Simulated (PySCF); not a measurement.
PySCF job for Sn(F)(Cl)2(OMe) (CH₃Cl₂FOSn), SMILES C[O][Sn]([F])([Cl])[Cl], TDA-PBE/def2-SVPD. Geometry: B3LYP-D3(BJ)/def2-SVP. The structure was generated by enumeration; whether it is a known compound was not checked. The def2 effective core potentials stand for the cores of Sn; spin–orbit coupling is left out. The values are those of a single conformer.

```python
import numpy as np
from pyscf import gto, scf, dft, tdscf

mol = gto.M(
    atom='''
    C    -2.85352130    0.17279171   -0.09436537
    O    -1.65056506    0.91335608   -0.25376746
    Sn    0.08586295   -0.00414437   -0.16092291
    F     0.33034621   -1.06983171   -1.75444920
    Cl    1.78545697    1.57674996   -0.08175861
    Cl    0.13469998   -1.48758420    1.64558497
    H    -3.06220736   -0.47244430   -0.96650598
    H    -2.84811173   -0.45444073    0.81527714
    H    -3.67296453    0.90317219   -0.00129897
    ''',
    basis='def2-SVPD',
    ecp={'Sn': 'def2-svp'},
    charge=0,
    spin=0,
    max_memory=1600,
    verbose=4,
)
mf = dft.RKS(mol, xc='pbe').density_fit(auxbasis='def2-universal-jkfit')
mf.grids.level = 3
mf.conv_tol = 1e-9
mf.max_cycle = 100
mf.kernel()
mf.grids = dft.Grids(mol).set(level=1).build(with_non0tab=True)  # coarser grid for the response kernel
td = tdscf.TDA(mf)
td.singlet = True
td.nstates = 10
td.conv_tol = 1e-4
td.positive_eig_threshold = 1e-6
td.kernel(x0=td.get_init_guess(mf, 15))
td.analyze()
tt = tdscf.TDA(mf)
tt.singlet = False
tt.nstates = 4
tt.conv_tol = 1e-4
tt.positive_eig_threshold = 1e-6
tt.kernel(x0=tt.get_init_guess(mf, 9))
tt.analyze(verbose=3)
```

Program output:

```
PySCF version 2.14.0

[INPUT] verbose = 4
[INPUT] num. atoms = 9
[INPUT] num. electrons = 82
[INPUT] charge = 0
[INPUT] spin (= nelec alpha-beta = 2S) = 0
[INPUT] symmetry False subgroup None
[INPUT] Mole.unit = angstrom
[INPUT] Symbol           X                Y                Z      unit          X                Y                Z       unit  Magmom
[INPUT]  1 C     -2.853521300000   0.172791710000  -0.094365370000 AA   -5.392373747613   0.326529008495  -0.178324704943 Bohr   0.0
[INPUT]  2 O     -1.650565060000   0.913356080000  -0.253767460000 AA   -3.119115914176   1.725992845406  -0.479550998727 Bohr   0.0
[INPUT]  3 Sn     0.085862950000  -0.004144370000  -0.160922910000 AA    0.162257459747  -0.007831724259  -0.304100227068 Bohr   0.0
[INPUT]  4 F      0.330346210000  -1.069831710000  -1.754449200000 AA    0.624263863188  -2.021688931275  -3.315428487462 Bohr   0.0
[INPUT]  5 Cl     1.785456970000   1.576749960000  -0.081758610000 AA    3.374024680496   2.979625591319  -0.154501381225 Bohr   0.0
[INPUT]  6 Cl     0.134699980000  -1.487584200000   1.645584970000 AA    0.254546071184  -2.811126725230   3.109704908001 Bohr   0.0
[INPUT]  7 H     -3.062207360000  -0.472444300000  -0.966505980000 AA   -5.786733247027  -0.892790336112  -1.826431599954 Bohr   0.0
[INPUT]  8 H     -2.848111730000  -0.454440730000   0.815277140000 AA   -5.382151141861  -0.858768519547   1.540650510219 Bohr   0.0
[INPUT]  9 H     -3.672964530000   0.903172190000  -0.001298970000 AA   -6.940897026942   1.706748082424  -0.002454697544 Bohr   0.0

nuclear repulsion = 526.208099083297
number of shells = 72
number of NR pGTOs = 283
number of NR cGTOs = 176
basis = def2-SVPD
ecp = {'Sn': 'def2-svp'}


[settings echo left out]
init E= -1325.78479733035
  HOMO = -0.64964266647104  LUMO = -0.631888863109163  gap/eV = 0.48311
cycle= 1 E= -1345.06333499403  delta_E= -19.3  |g|= 3.81  |ddm|=   16
  HOMO = 0.0521112945621454  LUMO = 0.0784976292456605  gap/eV = 0.71801
cycle= 2 E= -1254.40960697527  delta_E= 90.7  |g|= 11.9  |ddm|=  112
  HOMO = -0.258156770693895  LUMO = -0.232408025651406  gap/eV = 0.70066
cycle= 3 E= -1346.81196770553  delta_E= -92.4  |g|=  2.2  |ddm|=  112
  HOMO = -0.160861129361603  LUMO = -0.152174159268968  gap/eV = 0.23638
cycle= 4 E= -1340.42728116497  delta_E= 6.38  |g|= 5.43  |ddm|= 7.54
  HOMO = -0.223506276491834  LUMO = -0.13459992384756  gap/eV = 2.41927
cycle= 5 E= -1348.48462699723  delta_E= -8.06  |g|= 0.916  |ddm|= 5.72
  HOMO = -0.231513692711306  LUMO = -0.165195186668328  gap/eV = 1.80462
cycle= 6 E= -1348.31764567258  delta_E= 0.167  |g|= 1.46  |ddm|= 2.95
  HOMO = -0.300970371763592  LUMO = -0.15919690460219  gap/eV = 3.85785
cycle= 7 E= -1348.7379201311  delta_E= -0.42  |g|= 0.298  |ddm|= 1.73
  HOMO = -0.260986143418523  LUMO = -0.151135245123299  gap/eV = 2.98920
cycle= 8 E= -1348.75300842789  delta_E= -0.0151  |g|= 0.19  |ddm|= 0.605
  HOMO = -0.269203563985592  LUMO = -0.15475727459949  gap/eV = 3.11424
cycle= 9 E= -1348.75917439572  delta_E= -0.00617  |g|= 0.0717  |ddm|= 0.265
  HOMO = -0.271249788992714  LUMO = -0.157784933483931  gap/eV = 3.08754
cycle= 10 E= -1348.76015268667  delta_E= -0.000978  |g|= 0.0196  |ddm|= 0.09
  HOMO = -0.270270450737604  LUMO = -0.158037035970118  gap/eV = 3.05403
cycle= 11 E= -1348.76023036794  delta_E= -7.77e-05  |g|= 0.00912  |ddm|= 0.0317
  HOMO = -0.269215633310243  LUMO = -0.158084764665098  gap/eV = 3.02402
cycle= 12 E= -1348.76025085763  delta_E= -2.05e-05  |g|= 0.00453  |ddm|= 0.0229
  HOMO = -0.269393709381515  LUMO = -0.158279995589339  gap/eV = 3.02356
cycle= 13 E= -1348.76025692727  delta_E= -6.07e-06  |g|= 0.000747  |ddm|= 0.00753
  HOMO = -0.269398220147274  LUMO = -0.158245509249767  gap/eV = 3.02462
cycle= 14 E= -1348.76025707768  delta_E= -1.5e-07  |g|= 0.000141  |ddm|= 0.00117
  HOMO = -0.269411757593211  LUMO = -0.158243336808795  gap/eV = 3.02505
cycle= 15 E= -1348.76025708342  delta_E= -5.74e-09  |g|= 6.1e-05  |ddm|= 0.000291
  HOMO = -0.269412103452765  LUMO = -0.158241266250556  gap/eV = 3.02511
cycle= 16 E= -1348.76025708387  delta_E= -4.46e-10  |g|= 3.7e-05  |ddm|= 0.00011
  HOMO = -0.269408118854081  LUMO = -0.15824022448497  gap/eV = 3.02503
cycle= 17 E= -1348.76025708412  delta_E= -2.52e-10  |g|= 2.34e-05  |ddm|= 6.76e-05
  HOMO = -0.269414089886743  LUMO = -0.158243302487847  gap/eV = 3.02511
Extra cycle  E= -1348.76025708351  delta_E= 6.11e-10  |g|= 5.94e-05  |ddm|= 8.52e-05
converged SCF energy = -1348.76025708351
tot grids = 43736
Overwritten attributes  positive_eig_threshold  of <class 'pyscf.tdscf.rks.TDA'>


******** <class 'pyscf.tdscf.rks.TDA'> for <class 'pyscf.df.df_jk.DFRKS'> ********
nstates = 10 singlet
deg_eia_thresh = 1.000e-03
wfnsym = None
conv_tol = 0.0001
eigh lindep = 1e-12
eigh level_shift = 0
eigh max_cycle = 100


Excitation energies (eV)
[3.16500848 4.30956723 4.31975769 4.38048017 4.57821893 4.63608723
 5.45262984 5.51360281 6.47100469 6.66594388]

** Singlet excitation energies and oscillator strengths **
Excited State   1:      3.16501 eV    391.73 nm  f=0.0030
      41 -> 42        0.70524
Excited State   2:      4.30957 eV    287.70 nm  f=0.0483
      38 -> 42        0.28894
      39 -> 42        0.42206
      40 -> 42       -0.46955
Excited State   3:      4.31976 eV    287.02 nm  f=0.0505
      39 -> 42       -0.54231
      40 -> 42       -0.43182
Excited State   4:      4.38048 eV    283.04 nm  f=0.0199
      38 -> 42       -0.64114
      39 -> 42        0.14693
      40 -> 42       -0.23723
Excited State   5:      4.57822 eV    270.81 nm  f=0.0060
      36 -> 42        0.41343
      37 -> 42       -0.57100
Excited State   6:      4.63609 eV    267.43 nm  f=0.0165
      36 -> 42       -0.56936
      37 -> 42       -0.40702
Excited State   7:      5.45263 eV    227.38 nm  f=0.0439
      33 -> 42        0.20290
      34 -> 42        0.12800
      35 -> 42       -0.65680
Excited State   8:      5.51360 eV    224.87 nm  f=0.0107
      34 -> 42       -0.68877
      35 -> 42       -0.11683
Excited State   9:      6.47100 eV    191.60 nm  f=0.0084
      41 -> 43       -0.54691
      41 -> 44       -0.43173
Excited State  10:      6.66594 eV    186.00 nm  f=0.0972
      31 -> 42        0.12730
      33 -> 42        0.54605
      35 -> 42        0.12975
      38 -> 45        0.11643
      39 -> 43        0.15608
      40 -> 44        0.13730
      41 -> 44        0.21447
      41 -> 45       -0.17159

** Transition electric dipole moments (AU) **
state          X           Y           Z        Dip. S.      Osc.
  1         0.0188      0.0066      0.1971      0.0392      0.0030
  2         0.5538     -0.3709      0.1143      0.4573      0.0483
  3         0.6879     -0.0622      0.0096      0.4772      0.0505
  4         0.2892     -0.2801      0.1534      0.1856      0.0199
  5         0.0633     -0.1240     -0.1846      0.0534      0.0060
  6        -0.1439     -0.0719     -0.3455      0.1453      0.0165
  7         0.2073      0.4519     -0.2848      0.3283      0.0439
  8         0.2641      0.0600      0.0782      0.0795      0.0107
  9         0.2027     -0.0385      0.1022      0.0530      0.0084
 10        -0.3526     -0.5953      0.3417      0.5954      0.0972

WARN: ECP detected. Skipping calculation of transition velocity and magnetic dipole moments, which have not yet been implemented.



******** <class 'pyscf.tdscf.rks.TDA'> for <class 'pyscf.df.df_jk.DFRKS'> ********
nstates = 4 triplet
deg_eia_thresh = 1.000e-03
wfnsym = None
conv_tol = 0.0001
eigh lindep = 1e-12
eigh level_shift = 0
eigh max_cycle = 100


Excitation energies (eV)
[2.87189048 3.47232695 3.96742034 4.04714793]

** Triplet excitation energies and oscillator strengths **
Excited State   1:      2.87189 eV    431.72 nm  f=0.0000
Excited State   2:      3.47233 eV    357.06 nm  f=0.0000
Excited State   3:      3.96742 eV    312.51 nm  f=0.0000
Excited State   4:      4.04715 eV    306.35 nm  f=0.0000
```

The calculation finished and met its thresholds.

Cost: around 80 core-seconds (rough).
